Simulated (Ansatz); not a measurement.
(OH)2Zr(OSiH2)2O (ZrSi₂O₅H₆), 14 atoms. Hardware: 4 threads of Arm Neoverse V1 on a shared host.

In the def2 sets Zr takes a core potential; there is no spin–orbit coupling.

Task: How many basis functions does each of these Ansatz runs have, and roughly what does it cost? r2SCAN-D4/def2-TZVP, charge 0 singlet, energy, from earlier orbitals; PBE-D4/def2-SVP, charge 0 singlet, energy, from earlier orbitals; PBE0-D4/def2-SVP, charge -1 doublet, energy, from earlier orbitals; PBE0-D4/def2-TZVP, charge 1 doublet, energy, from earlier orbitals; PBE0-D4/def2-TZVPD, charge 0 singlet, energy, from earlier orbitals; r2SCANh-D4/def2-TZVP, charge 1 doublet at the geometry of the charge 0 singlet, energy, from earlier orbitals; r2SCANh-D4/def2-TZVPD, charge 0 singlet, energy, from earlier orbitals; PBE0-D4/def2-SVP, charge 0 singlet, energy, from earlier orbitals; PBE-D4/def2-TZVPD, charge 0 singlet, energy, from earlier orbitals; r2SCANh-D4/def2-SVP, charge -1 doublet at the geometry of the charge 0 singlet, energy, from earlier orbitals; B3LYP-D4/def2-SVP, charge 1 doublet, relaxation, 8 steps; PBE-D4/def2-TZVP, charge 1 doublet at the geometry of the charge 0 singlet, energy, from earlier orbitals.

Result: Other jobs shared the machine, so times can vary by a factor of up to 3. A dash marks memory too small to be measured apart from the calling script's.

| run | functions | fitting or Cholesky vectors | wall time | peak host memory (GiB) |
| --- | --- | --- | --- | --- |
| PBE-D4/def2-SVP, charge 0 singlet, energy, from earlier orbitals | 167 | 1733 | 2.8 s | – |
| PBE0-D4/def2-SVP, charge 0 singlet, energy, from earlier orbitals | 167 | 1808 | 3.8 s | – |
| PBE0-D4/def2-SVP, charge -1 doublet, energy, from earlier orbitals | 167 | 1606 | 7 s | 0.69 |
| PBE-D4/def2-TZVPD, charge 0 singlet, energy, from earlier orbitals | 380 | 2097 | 9 s | 0.87 |
| r2SCAN-D4/def2-TZVP, charge 0 singlet, energy, from earlier orbitals | 305 | 1844 | 10 s | – |
| PBE-D4/def2-TZVP, charge 1 doublet at the geometry of the charge 0 singlet, energy, from earlier orbitals | 305 | 1844 | 13 s | – |
| PBE0-D4/def2-TZVPD, charge 0 singlet, energy, from earlier orbitals | 380 | 2217 | 15 s | 1.6 |
| r2SCANh-D4/def2-SVP, charge -1 doublet at the geometry of the charge 0 singlet, energy, from earlier orbitals | 167 | 1606 | 22 s | 0.81 |
| r2SCANh-D4/def2-TZVPD, charge 0 singlet, energy, from earlier orbitals | 380 | 2097 | 23 s | 1.6 |
| PBE0-D4/def2-TZVP, charge 1 doublet, energy, from earlier orbitals | 305 | 1954 | 30 s | 1.4 |
| r2SCANh-D4/def2-TZVP, charge 1 doublet at the geometry of the charge 0 singlet, energy, from earlier orbitals | 305 | 1844 | 45 s | 1.5 |
| B3LYP-D4/def2-SVP, charge 1 doublet, relaxation, 8 steps | 167 | 1718 | 55 s | – |
